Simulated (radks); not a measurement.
All-electron atom: Cl6+ in [Ne] 3s0.75 4f0.25 (fractional occupations, a model configuration). Method: Dirac Kohn-Sham, PBE, spin-unpolarised, spherical densities, point nucleus; open shells fill j = l - 1/2 first; computed with a radial shooting solver on a logarithmic mesh with Libxc functionals.

X-ray form factor f0, the Fourier transform of the density (f0(0) = 11):

sin(theta)/lambda (1/angstrom),f0 (electrons)
0.05,10.910
0.1,10.670
0.15,10.337
0.2,9.962
0.25,9.566
0.3,9.158
0.4,8.318
0.5,7.478
0.6,6.664
0.8,5.167
1,3.930
1.25,2.824
1.5,2.140
2,1.503
